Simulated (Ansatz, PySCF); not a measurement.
The pair A = SiH4 (SMILES [SiH4]) (first 5 atoms), B = CH3F (SMILES CF); geometry from B3LYP-D3(BJ)/def2-TZVP.
(charge 0, multiplicity 1):
```xyz
10

Si     0.1286    -0.1152     0.1965
H      0.4718    -1.5235     0.4820
H     -1.2448     0.1836     0.6598
H      0.1971     0.1172    -1.2664
H      1.0866     0.7931     0.8654
C     -0.4257     0.7409     3.8555
F     -0.0491    -0.4878     3.3200
H     -1.3968     1.0174     3.4446
H     -0.4865     0.6425     4.9395
H      0.3239     1.4843     3.5835
```

Correlated levels freeze the cores. Rows in 6-31G* carry no dispersion term and start afresh at each structure (6-31G* with six Cartesian d functions).

The values were computed with Ansatz (a program for electronic structure); PySCF for 6-31G* rows. 

Total energies (hartree), monomers frozen at their geometry in the pair:

| structure | HF/6-31G* | HF/aug-cc-pV(D+d)Z | MP2/aug-cc-pV(D+d)Z |
|---|---|---|---|
| AB | -430.2608912 | -430.3078666 | -430.7919151 |
| A in the pair's basis | -291.2251876 | -291.2505326 | -291.3724023 |
| B in the pair's basis | -139.0362022 | -139.0576679 | -139.4176034 |
| A | -291.2250356 | -291.2502634 | -291.3717622 |
| B | -139.0338892 | -139.0573861 | -139.4168714 |

**Question.** Work out the interaction energy without and with the counterpoise correction, and the superposition error, for each level.

**Answer.** 
E(AB) − E(A) − E(B), times 627.509 kcal/mol, with the monomers in their own basis and then in the pair's basis:
- HF/6-31G*: -1.23 uncorrected, 0.31 corrected; the monomers gain 1.55 kcal/mol from borrowed functions
- HF/aug-cc-pV(D+d)Z: -0.14 uncorrected, 0.21 corrected; the monomers gain 0.35 kcal/mol from borrowed functions
- MP2/aug-cc-pV(D+d)Z: -2.06 uncorrected, -1.20 corrected; the monomers gain 0.86 kcal/mol from borrowed functions
